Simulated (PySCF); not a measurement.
H4O2Si, SMILES `O[SiH2]O` (H–O–Si–O torsion -66°, O–Si–O–H torsion -66°), neutral singlet in the gas phase. 

Z-matrix (Å, degrees):
```
Si
O 1 1.6417
H 2 0.9583 1 117.78
O 1 1.6417 2 113.56 3 -66.23
H 4 0.9583 1 117.76 2 -66.28
H 1 1.4811 2 111.44 3 50.66
H 1 1.4811 6 112.94 4 120.89
```
Charge 0, spin multiplicity 1.

All levels are single points at this geometry (PBE0-D4/def2-TZVP); Pople sets use spherical d functions. Orbital energies aren't observables, and empty levels follow the basis.

| level | HOMO (eV) | LUMO (eV) | gap (eV) | dipole (D) | vertical IE, Delta-SCF (eV) |
|---|---|---|---|---|---|
| B3LYP-D3(BJ)/def2-TZVP in PySCF | -8.69 | 0.18 | 8.86 | 1.06 | – |
| PBE-D3(BJ)/def2-TZVP in PySCF | -7.37 | -0.35 | 7.02 | 1.12 | – |
| PBE0-D4/def2-TZVP in PySCF | -8.89 | 0.53 | 9.41 | 1.06 | – |
| B3LYP/6-311+G** in PySCF | -8.78 | -0.47 | 8.31 | 0.88 | – |
| M06-2X/6-31G* in PySCF | -10.11 | 2.13 | 12.24 | 1.10 | – |
| HF/STO-3G in PySCF | -9.39 | 13.16 | 22.55 | 0.29 | – |
